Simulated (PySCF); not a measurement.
Ga(Br)2(OH) (Br₂GaHO), SMILES [OH][Ga]([Br])[Br].

Geometry optimised at PBE0-D3(BJ)/def2-SVP. The structure was generated by enumeration; whether it is a known compound was not checked. One conformer was computed; it need not be the lowest.

Calculation: PySCF with PBE/def2-TZVP.

Symmetry labels are those of the subgroup Cs that the program uses (full group Cs).

Computed valence orbital energies around the gap with their symmetry:
```csv
orbital,symmetry,energy (eV)
HOMO−7,A',-10.80
HOMO−6,A',-9.25
HOMO−5,A',-8.55
HOMO−4,A",-8.38
HOMO−3,A",-7.67
HOMO−2,A',-7.64
HOMO−1,A",-7.60
HOMO,A',-7.41
LUMO,A',-2.68
LUMO+1,A",-1.87
LUMO+2,A',-0.02
LUMO+3,A',1.03
```
